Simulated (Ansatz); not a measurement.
Name a neutral molecule of B, C, F, Ga, S and H with ideal-gas entropy at 298 K and 1 bar (rigid rotor, harmonic PBE0-D4/def2-TZVP) between 379 and 395 J/(mol·K) and HOMO energy (PBE0/def2-TZVPP) between -7.50 and -7.20 eV (Ansatz, PBE0-D4/def2-TZVP geometry).

`BS[C](C)(F)[GaH2]` (389 J/(mol·K), -7.31 eV). Other molecules can fit too; these were computed, each in one conformer that needn't be the lowest.
